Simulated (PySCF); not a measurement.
**Correlation energy of O⁺ (oxygen, charge +1)**

[He] 2s2 2p3, high-spin 4S determinant. All numbers are calculated (PySCF 2.14, the spin-free X2C one-electron Hamiltonian (Gaussian nucleus), in Sapporo-DZP-2012). Frozen: 1s2; 5 electrons correlated.

MP2 pair energies summed by pair of shells (mhartree):

```csv
pair,energy,share (%)
2s-2p,-51.18,66.1
2p-2p,-18.27,23.6
2s-2s,-8.01,10.3
```

Total MP2 correlation energy: -77.47 mhartree.

Same-spin part -22.22 and opposite-spin part -55.25 mhartree; SCS-MP2 scales them by 1/3 and 6/5 to -73.71 mhartree.

```json
{"level": "CCSD", "correlation energy (mhartree)": "-93.92"}
{"level": "(T)", "correlation energy (mhartree)": "-0.65"}
{"level": "CCSD(T)", "correlation energy (mhartree)": "-94.57"}
```

Diagnostics: T1 = 0.0043, D1 = 0.0083, largest double amplitude 0.040.

Cost of the coupled-cluster step: 0.17 s of wall time on 1 thread of Neoverse-N1 (shared host), for 5 correlated electrons.

Iterations:

```
CC2 = 0
CCSD nocc = (np.int64(4), np.int64(1)), nmo = (17, 17)
frozen orbitals [[0], [0]]
max_cycle = 100
direct = 0
conv_tol = 1e-08
conv_tol_normt = 1e-06
diis_space = 8
diis_start_cycle = 0
Init t2, MP2 energy = -0.0774708770297544
Init E_corr(UCCSD) = -0.0774708770300793
cycle = 1  E_corr(UCCSD) = -0.0902888811427795  dE = -0.0128180041  norm(t1,t2) = 0.0260714
cycle = 2  E_corr(UCCSD) = -0.0929317086495795  dE = -0.00264282751  norm(t1,t2) = 0.00764384
cycle = 3  E_corr(UCCSD) = -0.0939475852938343  dE = -0.00101587664  norm(t1,t2) = 0.00274965
cycle = 4  E_corr(UCCSD) = -0.0939165471941998  dE = 3.10380996e-05  norm(t1,t2) = 0.000379606
cycle = 5  E_corr(UCCSD) = -0.0939198847227651  dE = -3.33752857e-06  norm(t1,t2) = 7.31255e-05
cycle = 6  E_corr(UCCSD) = -0.0939197225685316  dE = 1.62154233e-07  norm(t1,t2) = 7.06756e-06
cycle = 7  E_corr(UCCSD) = -0.0939198575021275  dE = -1.34933596e-07  norm(t1,t2) = 6.42122e-07
cycle = 8  E_corr(UCCSD) = -0.0939198310355622  dE = 2.64665653e-08  norm(t1,t2) = 8.23086e-08
cycle = 9  E_corr(UCCSD) = -0.0939198323878269  dE = -1.35226469e-09  norm(t1,t2) = 1.16009e-08
UCCSD converged
E(UCCSD) = -74.49133727007448  E_corr = -0.09391983238782689
UCCSD(T) correction = -0.000647630496852404
```
